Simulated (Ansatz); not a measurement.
The cluster H2Au2: single points at one geometry.

```yaml
crystal:
  periodic: [false, false, false]
  atoms:
    - {symbol: Au, position_ang: [0.777595, 0.248380, -0.315081]}
    - {symbol: Au, position_ang: [-1.534961, -0.694664, 0.534794]}
    - {symbol: H, position_ang: [-0.214028, -1.281511, -0.430710]}
    - {symbol: H, position_ang: [0.971394, 1.727805, 0.210996]}
basis:
  gaussian: {orbitals: def2-TZVP, initial_orbitals: start.molden}
magnetization: {spin_polarized: true, initial_magnetization: 2}
hamiltonian: {xc: {name: wB97X-V}}
scf: {omitted_lower_state_checks: [starts]}
output: {orbitals: {seedname: orbitals}}
```

The file start.molden holds the orbitals of an earlier run on this structure, at another level or in another basis.

```sh
$ ansatz run in.yaml --threads 4 --pin off --events-out ev --progress --plain --max-ram 3916MiB
```

Shortened log:

```
Functional definition: wB97X-V
810 factors; their error is unknown
202 factors; integrals over basis functions are off by at most 2.0e-5 eV
mean field evaluation 1: about -7415.1845 eV, gradient 3.7e0 eV
mean field evaluation 2: about -7415.2465 eV, gradient 1.1e-1 eV
mean field evaluation 4: about -7415.2930 eV, gradient 3.0e-3 eV
mean field evaluation 8: about -7415.2930 eV, gradient 2.7e-5 eV
mean field -7415.29302947 eV, -272.5069925669 hartree, gradient 2.7e-5 eV, S^2 2.017463; 0 other end points of the search recorded, 0 dependent functions left out
reference -7415.29302997 eV, -272.5069925854 hartree; 21, 19 occupied and 71, 73 virtual orbitals, 810 factors
Total energy: -7415.29302997 eV, -272.5069925854 hartree
Checks for a lower state left out: starts
```

It took 5.5 s on 4 threads of Arm Neoverse V1 on a shared host.

The first input with `hamiltonian: {xc: {name: BHLYP}, dispersion: d4}` (abridged; 2.1 s):

```
Functional definition: BHLYP
mean field -7409.74123730 eV, -272.3029679676 hartree, gradient 2.1e-5 eV, S^2 2.017832
Total energy: -7409.89276115 eV, -272.3085363667 hartree
Checks for a lower state left out: starts
```

As the first input, with `hamiltonian: {xc: {name: r2SCANh}, dispersion: d4}` (abridged; 3.1 s):

```
Functional definition: r2SCANh
mean field -7419.74309562 eV, -272.6705294814 hartree, gradient 9.0e-6 eV, S^2 2.013610
Total energy: -7419.76314362 eV, -272.6712662319 hartree
Checks for a lower state left out: starts
```

The first input with `correlation: {method: mp2}` and without the key `hamiltonian` (abridged; 0.8 s):

```
Functional definition: HF
mean field -7364.57993518 eV, -270.6433207263 hartree, gradient 1.8e-6 eV, S^2 2.045112
second order -24.39154251 eV of doubles, -0.00000000 eV of singles
Total energy: -7388.97147769 eV, -271.5396933805 hartree
Checks for a lower state left out: starts
```

As the first input, with `hamiltonian: {xc: {name: wB97M-V}}` (abridged; 6.5 s):

```
Functional definition: wB97M-V
mean field -7412.25035786 eV, -272.3951764474 hartree, gradient 1.2e-5 eV, S^2 2.015091
Total energy: -7412.25040261 eV, -272.3951780923 hartree
Checks for a lower state left out: starts
```

As the first input, with `hamiltonian: {xc: {name: CAM-B3LYP}, dispersion: d4}` (abridged; 2.1 s):

```
Functional definition: CAM-B3LYP
mean field -7414.92722425 eV, -272.4935494730 hartree, gradient 1.6e-5 eV, S^2 2.014840
Total energy: -7415.00756579 eV, -272.4965019700 hartree
Checks for a lower state left out: starts
```

The first input with `hamiltonian: {xc: pbe}`, `correlation: {method: rpa}` and without the key `output` (abridged; 2.2 s):

```
Functional definition: PBE
mean field -7420.17674074 eV, -272.6864656458 hartree, gradient 2.1e-6 eV, S^2 2.004140
Total energy: -7394.98226203 eV, -271.7605856305 hartree
Checks for a lower state left out: starts
```

Geometry: r2SCAN-D4/def2-TZVP.

In the def2 sets Au takes a core potential; there is no spin–orbit coupling. Correlated methods freeze no core orbitals; core or outer-core shells of Au are correlated, in sets that lack core-valence functions. At PBE0-D4/def2-TZVP a singlet of charge 0 lies 2.00 eV below the triplet, each at its own geometry. The structure comes from a short search, and lower isomers may exist.
